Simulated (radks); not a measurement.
O3+, 5 electrons, occupied as [He] 2s2 2p1.

All-electron calculation, scalar-relativistic Kohn-Sham, r2SCAN, spin-unpolarised, spherical densities, finite nucleus; meta-GGA in the generalised Kohn-Sham scheme; Fermi nuclear charge, rms radius 2.6991 fm. Program: a radial shooting solver on a logarithmic mesh with Libxc functionals.

Energy parts (hartree):
| part | energy |
|---|---|
| total | -71.18993 |
| kinetic | 71.17183 |
| electron-nucleus | -157.35217 |
| Hartree | 21.65940 |
| exchange-correlation | -6.66899 |

Orbitals (lengths in bohr, moments of r in powers of bohr; r(max) is where P^2 peaks):
orbital,occ.,eigenvalue (hartree),r(max),<r^2>,<1/r>
1s,2,-21.77414,0.1291,0.05320,7.656
2s,2,-2.95843,0.8083,1.126,1.482
2p,1,-2.37103,0.7135,1.049,1.392

The highest occupied level is 2p at -64.519 eV. The electron density at the nucleus is 327.9 e/bohr^3 (large components only). The density falls to 0.001 e/bohr^3 at r = 2.33 bohr.
